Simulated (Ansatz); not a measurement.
CH₄BFO₂, SMILES `OBOCF`, 9 atoms. Charge 0, multiplicity 1. All runs use 2 threads of an Arm Neoverse V2 on a shared host. Correlated methods freeze the cores.

(1) Give the basis size and wall time and peak host memory of each of these runs in Ansatz. RHF-CCSD(T)/def2-SVP energy; RKS BHLYP-D4/def2-TZVPP energy; RHF-MP2/def2-QZVPP energy; RKS PBE0-D4/def2-TZVPP energy; RKS PBE0-D4/def2-TZVP relaxation (8 steps); RKS ωB97M-V/def2-QZVPP energy; direct RPA on PBE orbitals/def2-TZVPP energy; RKS PBE0-D4/def2-TZVP frequencies; RKS PBE-QIDH (frozen core)/def2-TZVPP energy; RHF-CCSD(T)/def2-TZVPP energy; RKS ωB97M-V/def2-SVP energy; RKS LC-ωPBE/def2-TZVPP energy. (An estimate is asked.)

Answers

(1) Computed: Other jobs shared the machine, so times are rough.

```csv
level,job,functions,wall time,peak host memory (GiB)
RKS LC-ωPBE/def2-TZVPP,energy,211,2.4 s,0.39
RKS BHLYP-D4/def2-TZVPP,energy,211,2.6 s,0.39
RKS PBE0-D4/def2-TZVPP,energy,211,2.7 s,0.42
RKS ωB97M-V/def2-SVP,energy,90,3.6 s,0.39
RHF-CCSD(T)/def2-SVP,energy,90,4.4 s,0.39
RKS PBE-QIDH (frozen core)/def2-TZVPP,energy,211,4.9 s,0.46
direct RPA on PBE orbitals/def2-TZVPP,energy,211,5.5 s,0.42
RKS ωB97M-V/def2-QZVPP,energy,405,16 s,1.2
RHF-MP2/def2-QZVPP,energy,405,19 s,2
RKS PBE0-D4/def2-TZVP,relaxation (8 steps),179,26 s,0.35
RKS PBE0-D4/def2-TZVP,frequencies,179,110 s,0.39
RHF-CCSD(T)/def2-TZVPP,energy,211,110 s,3.3
```

LC-ωPBE has ω = 0.4 bohr⁻¹.
